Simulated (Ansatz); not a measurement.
Species: H6BrGaSi2, SMILES `[Ga]([SiH3])([SiH3])[Br]` (charge 0, multiplicity 1), formula H6BrGaSi2.

How many basis functions does frozen-core CCSD(T)/cc-pVTZ // B3LYP-D3(BJ)/def2-TZVP (Ansatz, a first-principles code) use, how many core orbitals are frozen, and how many electrons are correlated?

238 basis functions and 28 frozen orbitals, which leaves 44 correlated electrons (filled d shells below the valence shell are correlated). Core time is of the order of minutes.
